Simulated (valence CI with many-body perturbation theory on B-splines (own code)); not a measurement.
**E1 transitions of Ba LI**

Method: configuration interaction combined with many-body perturbation theory (CI+MBPT): four valence electrons over a frozen Dirac-Fock core [He], radial functions for each j: 11 s, 11 p, 9 d, 7 f, 5 g, 2 h, 1 i, with the one-electron correlation potential Σ1 (screened to all orders), the two-electron term Σ2, the three-electron term Σ3, Breit, model QED; selected single and double excitations, second order for the rest (own B-spline code, finite nucleus).

The last digits are not significant, and no measured levels were compared; by estimate large intervals hold to a few tenths of a per cent, small ones and those within an open d or f shell to about a per cent. Among the levels kept, up to 290 cm⁻¹ of a level comes from second order outside the variational space, and about a tenth of that is noise between levels of different J, which matters for small intervals.

Lines 151 to 200 of 281 in falling wavelength, among levels below 6384.6 eV, chosen from the strongest by gf and those to the six lowest levels. Wavelengths and rates use the calculated energies. Electric multipoles are in the length gauge, E1 and E2 with the static RPA response of the core. Weak lines are less certain than strong ones. Lines between different terms over intervals too small for the method are left out, as are lines whose strength nearly cancels. The highest levels of a list are the least certain.

Levels are named by their leading jj configuration (3d3/2^4 stands for four electrons in 3d with j = 3/2), which in mixed levels can hold well under half, so a name can repeat and another be missing. Letters in brackets count levels of one name in rising energy.

| λ vac (Å) | Upper | Lower | A (s⁻¹) | S (a.u.) |
| --- | --- | --- | --- | --- |
| 2.326 | (2s^2 2p3/2 3d3/2) J=1 | (2s^2 2p3/2^2) J=2 | 7.83e+13 | 1.46e-03 |
| 2.325 | (2s 2p1/2 2p3/2 3d3/2) J=3 [b] | (2s 2p1/2 2p3/2^2) J=2 [a] | 5.02e+13 | 2.18e-03 |
| 2.323 | (2s^2 2p3/2 3d5/2) J=1 | (2s^2 2p3/2^2) J=0 | 4.82e+14 | 8.94e-03 |
| 2.323 | (2s 2p1/2 2p3/2 3d5/2) J=3 [b] | (2s 2p1/2 2p3/2^2) J=3 | 2.48e+14 | 1.07e-02 |
| 2.323 | (2s 2p1/2 2p3/2 3d3/2) J=2 [b] | (2s 2p1/2 2p3/2^2) J=2 [a] | 2.79e+13 | 8.63e-04 |
| 2.322 | (2s 2p1/2 2p3/2 3d5/2) J=2 [a] | (2s 2p1/2 2p3/2^2) J=2 [a] | 2.47e+14 | 7.63e-03 |
| 2.321 | (2s 2p1/2^2 3d5/2) J=3 | (2s 2p1/2^2 2p3/2) J=2 | 4.44e+14 | 1.92e-02 |
| 2.321 | (2s 2p1/2 2p3/2 3d5/2) J=4 [b] | (2s 2p1/2 2p3/2^2) J=3 | 5.99e+14 | 3.32e-02 |
| 2.321 | (2s 2p1/2 2p3/2 3d3/2) J=3 [c] | (2s 2p1/2 2p3/2^2) J=3 | 9.78e+13 | 4.22e-03 |
| 2.320 | (2s^2 2p1/2 3d3/2) J=1 | (2s^2 2p1/2 2p3/2) J=1 | 7.13e+13 | 1.32e-03 |
| 2.319 | (2s^2 2p1/2 3d5/2) J=2 | (2s^2 2p1/2 2p3/2) J=2 | 5.25e+13 | 1.62e-03 |
| 2.318 | (2s 2p1/2 2p3/2 3d5/2) J=3 [a] | (2s 2p1/2 2p3/2^2) J=2 [a] | 5.47e+14 | 2.35e-02 |
| 2.318 | (2s 2p1/2 2p3/2 3p1/2) J=1 [b] | (2s^2 2p3/2^2) J=2 | 1.53e+13 | 2.82e-04 |
| 2.317 | (2s^2 2p1/2 3d5/2) J=3 | (2s^2 2p1/2 2p3/2) J=2 | 4.47e+14 | 1.92e-02 |
| 2.316 | (2s 2p1/2 2p3/2 3d5/2) J=1 [a] | (2s 2p1/2 2p3/2^2) J=2 [a] | 5.42e+13 | 9.98e-04 |
| 2.314 | (2s 2p1/2^2 3d5/2) J=2 | (2s 2p1/2^2 2p3/2) J=2 | 2.13e+13 | 6.50e-04 |
| 2.314 | (2s^2 2p3/2 3d5/2) J=2 | (2s^2 2p3/2^2) J=2 | 3.78e+14 | 1.16e-02 |
| 2.312 | (2s^2 2p1/2 3d5/2) J=2 | (2s^2 2p1/2 2p3/2) J=1 | 4.33e+14 | 1.32e-02 |
| 2.310 | (2s 2p1/2 2p3/2 3d5/2) J=2 [b] | (2s 2p1/2 2p3/2^2) J=2 [a] | 3.22e+13 | 9.81e-04 |
| 2.308 | (2s^2 2p3/2 3d5/2) J=3 | (2s^2 2p3/2^2) J=2 | 7.85e+14 | 3.34e-02 |
| 2.308 | (2s 2p1/2 2p3/2 3d5/2) J=3 [b] | (2s 2p1/2 2p3/2^2) J=2 [a] | 7.83e+13 | 3.33e-03 |
| 2.305 | (2s^2 2p3/2 3d5/2) J=1 | (2s^2 2p3/2^2) J=2 | 3.54e+13 | 6.42e-04 |
| 2.304 | (2s 2p1/2 2p3/2 3p1/2) J=1 [c] | (2s^2 2p3/2^2) J=2 | 2.30e+12 | 4.17e-05 |
| 2.304 | (2s 2p1/2 2p3/2 3d5/2) J=4 [c] | (2s 2p1/2 2p3/2^2) J=3 | 1.47e+14 | 7.99e-03 |
| 2.303 | (2s 2p1/2 2p3/2 3p3/2) J=3 [a] | (2s^2 2p3/2^2) J=2 | 2.54e+13 | 1.07e-03 |
| 2.302 | (2s 2p1/2 2p3/2 3d3/2) J=2 [c] | (2s 2p1/2 2p3/2^2) J=2 [a] | 2.70e+13 | 8.12e-04 |
| 2.296 | (2s 2p1/2 2p3/2 3p3/2) J=2 [a] | (2s^2 2p3/2^2) J=2 | 1.99e+12 | 5.94e-05 |
| 2.291 | (2s 2p1/2 2p3/2 3s) J=2 [b] | (2s 2p1/2^2 2p3/2) J=1 | 2.28e+12 | 6.77e-05 |
| 2.290 | (2s 2p1/2 2p3/2 3d5/2) J=3 [c] | (2s 2p1/2 2p3/2^2) J=2 [a] | 1.17e+14 | 4.86e-03 |
| 2.287 | (2s 2p1/2 2p3/2 3p3/2) J=2 [b] | (2s^2 2p3/2^2) J=2 | 1.77e+12 | 5.22e-05 |
| 2.285 | (2s 2p1/2 2p3/2 3s) J=2 [a] | (2s 2p1/2^2 2p3/2) J=2 | 1.26e+13 | 3.71e-04 |
| 2.281 | (2s 2p1/2 2p3/2 3p3/2) J=3 [b] | (2s^2 2p3/2^2) J=2 | 3.84e+12 | 1.58e-04 |
| 2.277 | (2s 2p1/2 2p3/2 3s) J=0 | (2s 2p1/2^2 2p3/2) J=1 | 8.02e+12 | 4.68e-05 |
| 2.276 | (2s 2p1/2 2p3/2 3s) J=1 [a] | (2s 2p1/2^2 2p3/2) J=2 | 1.07e+13 | 1.88e-04 |
| 2.275 | (2s 2p1/2^2 3p3/2) J=2 | (2s^2 2p1/2 2p3/2) J=1 | 7.99e+12 | 2.32e-04 |
| 2.273 | (2s 2p1/2 2p3/2 3s) J=3 | (2s 2p1/2^2 2p3/2) J=2 | 1.03e+13 | 4.18e-04 |
| 2.273 | (2s 2p1/2 2p3/2 3s) J=1 [b] | (2s 2p1/2^2 2p3/2) J=1 | 6.27e+12 | 1.09e-04 |
| 2.272 | (2s 2p1/2 2p3/2 3s) J=1 [c] | (2s 2p1/2^2 2p3/2) J=1 | 1.57e+13 | 2.72e-04 |
| 2.270 | (2s 2p1/2 2p3/2 3s) J=2 [c] | (2s 2p1/2^2 2p3/2) J=1 | 1.23e+13 | 3.55e-04 |
| 2.267 | (2s^2 2p3/2 3p3/2) J=0 | (2s 2p1/2^2 2p3/2) J=1 | 1.30e+13 | 7.45e-05 |
| 2.265 | (2s 2p1/2 2p3/2 3p3/2) J=3 [c] | (2s^2 2p3/2^2) J=2 | 3.94e+12 | 1.58e-04 |
| 2.265 | (2s 2p1/2 2p3/2 3s) J=2 [b] | (2s 2p1/2^2 2p3/2) J=2 | 4.32e+12 | 1.24e-04 |
| 2.264 | (2s^2 2p1/2 3s) J=1 | (2s^2 2p1/2^2) J=0 | 1.80e+13 | 3.10e-04 |
| 2.261 | (2s^2 2p3/2 3s) J=2 | (2s^2 2p1/2 2p3/2) J=2 | 9.98e+12 | 2.85e-04 |
| 2.261 | (2s 2p1/2 2p3/2 3p3/2) J=2 [d] | (2s^2 2p3/2^2) J=2 | 6.38e+11 | 1.82e-05 |
| 2.259 | (2s^2 2p3/2 3p3/2) J=3 | (2s 2p1/2^2 2p3/2) J=2 | 5.48e+12 | 2.18e-04 |
| 2.259 | (2s^2 2p3/2 3s) J=1 | (2s^2 2p1/2 2p3/2) J=2 | 1.58e+13 | 2.70e-04 |
| 2.255 | (2s^2 2p3/2 3s) J=2 | (2s^2 2p1/2 2p3/2) J=1 | 4.71e+12 | 1.33e-04 |
| 2.252 | (2s^2 2p3/2 3p3/2) J=2 | (2s 2p1/2^2 2p3/2) J=2 | 1.67e+12 | 4.70e-05 |
| 2.252 | (2s^2 2p3/2 3s) J=1 | (2s^2 2p1/2 2p3/2) J=1 | 4.37e+12 | 7.38e-05 |
